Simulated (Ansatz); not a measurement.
Si₆N₈, relaxed as a singlet with RKS r2SCAN-D4/def2-SVP in Ansatz, starting from the GFN1-xTB geometry. Force threshold 0.03 eV/Å.

The structure comes from a short search, and lower isomers may exist.

Start:

```xyz
14

Si   -1.128   -2.705   -0.466
Si   -2.837   -0.728    1.580
Si   -0.525    1.643    1.324
Si    1.278   -3.533   -2.530
Si    2.052   -0.380   -2.129
Si    1.701    2.687   -0.916
N    -0.762    3.532    3.439
N    -0.393    2.624    2.891
N     2.001   -1.943   -2.556
N    -2.152   -1.963    0.549
N     2.088    1.193   -1.736
N     0.569    2.391    0.377
N    -0.121   -3.466   -1.484
N    -1.770    0.648    1.657
```

Q: Estimate the energy that the relaxation releases and the steps that it takes.

A: 5.03 eV, in 65 steps; 7 min on 4 threads of Arm Neoverse V2 on a shared host. The force fell under the threshold at step 35, but the optimiser went on and released 0.035 eV more. No frequencies were taken in this run, so the end may be a saddle point.

Q: Does the start keep its bonding?

A: Bonds lost: Si3–N8 (atoms count from 1). Bonds formed: Si1–Si4, Si1–N9, Si2–Si3, Si3–N10, Si5–Si6, Si5–N12 (atoms count from 1). The end holds 2 separate pieces.

Q: Predict the relaxed structure.

A: 
```xyz
14

Si   -0.258   -1.917   -0.317
Si   -3.120   -0.363    1.184
Si   -1.297    0.858    0.127
Si    1.628   -3.121   -1.282
Si    1.291    0.447   -1.329
Si    1.217    2.878   -1.424
N     0.702    1.469    3.505
N     0.368    0.964    2.583
N     1.120   -1.197   -1.124
N    -1.423   -0.881    0.264
N     2.282    1.624   -1.937
N     0.016    1.466   -0.699
N     0.171   -3.509   -0.451
N    -2.697    1.280    0.900
```
Bond lengths: 15 × N–Si 1.65 to 2.00 Å; 3 × Si–Si 2.43 to 2.44 Å; 1 × N–N 1.10 Å.
